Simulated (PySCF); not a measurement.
How methods differ on the excitation energy of Be⁺

Be⁺ [He] 2s1 (2S) → Be⁺ [He] 2p1 (2P), as a difference of total energies. Calculation: PySCF 2.14, in aug-pcseg-2 (5s3p2d, 24 functions); no relativity, point nucleus. The calculations carry no spin-orbit coupling.

| method | excitation energy (cm⁻¹) | error (cm⁻¹) |
| --- | --- | --- |
| UHF | 32747 | +814 |
| LDA | 28481 | -3452 |
| PBE | 28089 | -3844 |
| PBE0 | 29290 | -2643 |
| r2SCAN | 28842 | -3091 |
| CAM-B3LYP | 29765 | -2168 |
| wB97M-V | 30380 | -1553 |
| BP86 | 27742 | -4191 |
| PBEsol | 28277 | -3656 |

Reference: 31933 cm⁻¹ (measured; NIST levels, between the centres of gravity of the two terms).
